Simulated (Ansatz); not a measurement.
`CN(C)[Si](Cl)(Cl)N(C)C` → Cl₂ + `CN(C)[Si]N(C)C`  (silylene formation by 1,1-elimination)

Calculated with Ansatz (gas phase, PBE0-D4/def2-TZVP geometries, no zero-point term in ΔE). CBS: MP2 limit from def2 TZ/QZ plus the TZ coupled-cluster correction, frozen cores. This one scheme is used for every species. DFT in def2-TZVPP. HSE06 is defined as in plane-wave codes. Each species was taken in one conformer, which may not be the lowest.

```
             level  ΔE (kcal/mol)  difference from CCSD(T)/CBS
        r2SCANh-D4          131.2                          4.4
          HSE06-D4          127.1                          0.3
      CAM-B3LYP-D4          126.6                         -0.2
            r2SCAN          128.2                          1.4
              PBE0          123.6                         -3.2
           r2SCANh          129.8                          3.0
     CCSD/def2-SVP          126.6                         -0.2
   CCSD/def2-TZVPP          126.5                         -0.3
     HF/def2-QZVPP          128.6                          1.8
SCS-MP2/def2-QZVPP          129.1                          2.3
       CCSD(T)/CBS          126.8                            0
```

Largest T1 diagnostic among the species: 0.013.

Leaving LDA and LC-ωPBE aside and taking each functional with its dispersion term where it has one, the values, not all of them listed here, spread over 18.2 kcal/mol, from BLYP-D4 to r2SCAN0-D4. LDA lies +10.2 kcal/mol from PBE without D4. From r2SCAN to r2SCAN0 (25 % exact exchange), in def2-TZVPP and without D4, ΔE moves by +3.8 kcal/mol. The D4 term adds +6.5 kcal/mol with B3LYP and +3.8 kcal/mol with PBE0; it sums over pairs of atoms, weighted by their polarisabilities, and B3LYP, whose exchange is more repulsive, gets the larger term.

CCSD(T)/CBS has its own doubt, a few kJ/mol and more with outer-core shells, so smaller differences from it don't rank the levels.

B3LYP here is the variant with VWN-RPA as its local correlation; programs differ in this.
